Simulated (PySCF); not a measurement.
Isomers of C6H7NO, mass 109.053 u with the commonest isotopes. Computed with PBE0/pcSseg-1 in PySCF (dipole) on a GFN2-xTB geometry, gas phase. One conformer each, none proved a minimum here; rigid rotors.

Problem. Order these by rotational constant A, largest first.
A. `CC1=CC=CC=[N+]1[O-]` (2-methylpyridine-N-oxide)
B. `[NH2:1][c:2]1[cH:3][cH:4][c:5]([OH:6])[cH:7][cH:8]1` with C4–C5–O6–H -179°
C. `[OH:1][CH2:2][c:3]1[cH:4][cH:5][cH:6][cH:7][n:8]1` with H–O1–C2–C3 0°, O1–C2–C3–C4 180°
D. `[NH2:1][c:2]1[cH:3][cH:4][cH:5][c:6]([OH:7])[cH:8]1` with C5–C6–O7–H 1°

Solution. B (5638 MHz), C (5107 MHz), D (3791 MHz), A (3583 MHz).

Problem. Order these by rotational constant B, smallest first.
A. `[NH2:1][c:2]1[cH:3][cH:4][cH:5][c:6]([OH:7])[cH:8]1` with C5–C6–O7–H 1°
B. 2-methylpyridine-N-oxide, `Cc1cccc[n+]1[O-]`
C. `[OH:1][CH2:2][c:3]1[cH:4][cH:5][cH:6][cH:7][n:8]1` with H–O1–C2–C3 0°, O1–C2–C3–C4 180°
D. `[NH2:1][c:2]1[cH:3][cH:4][c:5]([OH:6])[cH:7][cH:8]1` with C4–C5–O6–H -179°

Solution. D (1497 MHz), C (1599 MHz), A (1841 MHz), B (2315 MHz).

Problem. Order these by rotational constant C, largest first.
A. `[NH2:1][c:2]1[cH:3][cH:4][c:5]([OH:6])[cH:7][cH:8]1` with C4–C5–O6–H -179°
B. 2-methylpyridine-N-oxide, `CC1=CC=CC=[N+]1[O-]`
C. `[OH:1][CH2:2][c:3]1[cH:4][cH:5][cH:6][cH:7][n:8]1` with H–O1–C2–C3 0°, O1–C2–C3–C4 180°

Solution. B (1419 MHz), C (1227 MHz), A (1184 MHz).

```
          SMILES  point group  Ia (u·Å²)  Ib (u·Å²)  Ic (u·Å²)      κ  μa (D)  μb (D)  μc (D)
      OCc1ccccn1           Cs      98.96     316.00     411.79  -0.81    3.62    1.47    0.00
    Nc1cccc(O)c1      near Cs     133.31     274.46     407.45  -0.53    0.71    0.42    0.85
    Nc1ccc(O)cc1      near Cs      89.64     337.67     426.94  -0.86    1.45    1.34    0.93
Cc1cccc[n+]1[O-]           Cs     141.04     218.31     356.28  -0.17    2.74    2.26    0.00
```
